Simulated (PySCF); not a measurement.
CCuO, SMILES O=[C+][Cu], charge +1, multiplicity 1. The structure is a stationary point at ωB97X-D3(BJ)/def2-TZVP. The spin state was assumed, not searched.

Computed equilibrium geometry at ωB97X-D3(BJ)/def2-TZVP (PySCF confirms it by a frequency run) as Cartesian coordinates in Å, and its point group:
point group C∞v.
```xyz
3

Cu     0.0000     0.0000     0.8342
C      0.0000     0.0000    -1.0915
O      0.0000     0.0000    -2.2052
```
Charge +1, spin multiplicity 1.
